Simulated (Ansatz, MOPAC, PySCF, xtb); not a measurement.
Interaction energy of C2H6 ··· COS (SMILES CC and O=C=S), singlet. Monomers: optimised at B3LYP-D3(BJ) (def2-TZVP), held rigid. Orientation: a higher rigid-body minimum at GFN2-xTB. R is the distance of the centres of mass, along which the second monomer moves.

Geometry at R = 4.37 Å (first 8 atoms: monomer A):
```
11

C      0.7625    -0.0184     0.0256
C     -0.7625     0.0184    -0.0256
H      1.2007     0.6693    -0.7004
H      1.1334     0.2644     1.0128
H      1.1431    -1.0175    -0.1957
H     -1.1431     1.0175     0.1957
H     -1.1334    -0.2643    -1.0128
H     -1.2007    -0.6694     0.7004
O      3.5908    -0.4678     2.6170
C      3.8151    -1.1416     1.7054
S      4.1183    -2.0524     0.4730
```

Methods: GFN1-xTB (xtb); AM1, restricted, heats of formation (MOPAC); RKS-B3LYP/LANL2DZ = restricted B3LYP/LANL2DZ, with its core potentials past Ne, no counterpoise correction (PySCF); CCSD(T)/aug-cc-pVDZ = CCSD(T) on RHF/aug-cc-pVDZ, frozen core, counterpoise-corrected in Ansatz (a program for electronic structure).

Interaction energies in kcal/mol; the last columns give the difference from CCSD(T):

```csv
R / Å,GFN1-xTB,AM1,RKS-B3LYP/LANL2DZ,CCSD(T)/aug-cc-pVDZ,GFN1-xTB − CCSD(T)/aug-cc-pVDZ,AM1 − CCSD(T)/aug-cc-pVDZ,RKS-B3LYP/LANL2DZ − CCSD(T)/aug-cc-pVDZ
3.74,1.05,2.03,4.99,3.42,-2.37,-1.39,1.57
3.92,-0.24,1.10,2.39,1.07,-1.32,0.02,1.32
4.08,-0.69,0.74,1.18,0.01,-0.71,0.73,1.16
4.37,-0.81,0.45,0.27,-0.68,-0.13,1.13,0.94
4.49,-0.76,0.37,0.13,-0.74,-0.03,1.10,0.86
4.69,-0.66,0.25,0.02,-0.71,0.05,0.96,0.73
5.04,-0.48,0.11,-0.01,-0.54,0.06,0.64,0.53
5.45,-0.32,0.03,0.00,-0.34,0.02,0.37,0.34
5.93,-0.20,0.00,0.00,-0.20,0.00,0.20,0.20
6.60,-0.10,0.00,-0.01,-0.10,-0.01,0.10,0.09
7.53,-0.04,0.00,0.00,-0.04,0.00,0.04,0.04
8.95,-0.01,0.00,0.00,-0.01,0.00,0.01,0.01
```

GFN1-xTB is furthest from CCSD(T)/aug-cc-pVDZ at 3.74 (-2.37 kcal/mol, below); its mean absolute difference over the points is 0.39 kcal/mol.

AM1 is furthest from CCSD(T)/aug-cc-pVDZ at 3.74 (-1.39 kcal/mol, below); its mean absolute difference over the points is 0.56 kcal/mol.

RKS-B3LYP/LANL2DZ is furthest from CCSD(T)/aug-cc-pVDZ at 3.74 (1.57 kcal/mol, above); its mean absolute difference over the points is 0.65 kcal/mol.
